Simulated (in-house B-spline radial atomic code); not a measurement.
Relativistic effects in Ag29+, [Ne] 3s2 3p6: non-relativistic Hartree-Fock (point nucleus) against Dirac-Hartree-Fock (Fermi nucleus of rms radius 4.5454 fm), both averages of the configuration, computed with a radial B-spline atomic code at the basis-set limit.

```tsv
orbital	ε NR (Eh)	ε Dirac (Eh)	<r> NR (bohr)	<r> Dirac (bohr)	change of <r> (%)
1s1/2	-965.82	?	0.03239	?	?
2s1/2	-185.52	-192.97	0.1386	0.1329	-4.1
2p1/2	-176.18	-182.84	0.1185	0.1128	-4.8
2p3/2	-176.18	?	0.1185	?	?
3s1/2	-67.819	-69.831	0.3441	0.3339	-3.0
3p1/2	-64.025	-65.788	0.3314	0.3212	-3.1
3p3/2	-64.025	-64.284	0.3314	0.329	-0.7
```

(1) What happens to 2p3/2?

(2) What happens to 1s1/2?

(3) What explains the pattern of contraction and expansion?

(4) By how much does the total energy change?

## Answers

(1) Its energy goes to -176.26 hartree and <r> to 0.1176 bohr (-0.72 %).

(2) Its energy goes to -995.32 hartree and <r> to 0.03111 bohr (-3.96 %).

(3) The s and p1/2 orbitals contract directly, as their density near the nucleus moves at relativistic speed. Nothing expands appreciably in this ion.

(4) By -116.66 hartree, from -4611.035 to -4727.697.
